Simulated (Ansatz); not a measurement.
Geometry optimisation, RKS r2SCAN-D4/def2-SVPD (Ansatz).

The input (input.yaml):

```yaml
crystal:
  periodic: [false, false, false]
  atoms:
    - { symbol: Sn, position_ang: [0.0, 0.0, 0.0] }
    - { symbol: Cl, position_ang: [0.0, 0.0, 2.41] }
    - { symbol: O, position_ang: [1.8483, 0.0, -0.6527] }
    - { symbol: H, position_ang: [2.1646, -0.9521, -0.7693] }
    - { symbol: H, position_ang: [-0.8195, 1.4198, -0.5794] }
    - { symbol: H, position_ang: [-0.8195, -1.4198, -0.5794] }
basis:
  gaussian: { orbitals: def2-SVPD }
hamiltonian:
  xc: r2scan
  dispersion: d4
relax:
  f_tol: 0.02
  max_steps: 40
```

Run as:

```bash
$ ansatz run input.yaml --threads 2 --pin off --max-ram 3072MiB --backend cpu --events-out ev --progress --plain --runs-dir out
```

**Question.** Where does it end, and by what steps?

**Answer.** The run converged. After 7 steps the energy has fallen by 0.153 eV; H4 moved furthest, 0.30 Å.

```csv
step,energy less start (eV),largest force component (eV/Å),accepted
0,0.0000,1.841,yes
1,-0.0914,1.260,yes
2,-0.1303,1.107,yes
3,-0.1300,0.392,no
4,-0.1468,0.597,yes
5,-0.1528,0.059,yes
6,-0.1531,0.027,yes
7,-0.1532,0.007,yes
```

```xyz
6
Properties=species:S:1:pos:R:3
Sn -0.096 -0.031 -0.079
Cl 0.079 -0.084 2.287
O 1.757 -0.044 -0.800
H 2.274 -0.814 -0.529
H -0.716 1.480 -0.541
H -0.925 -1.459 -0.509
```

Whether the end is a true minimum wasn't checked by a vibrational analysis.

Run time: 51 s on 2 threads of Arm Neoverse N1, on a shared host, peak memory 0.16 GiB.
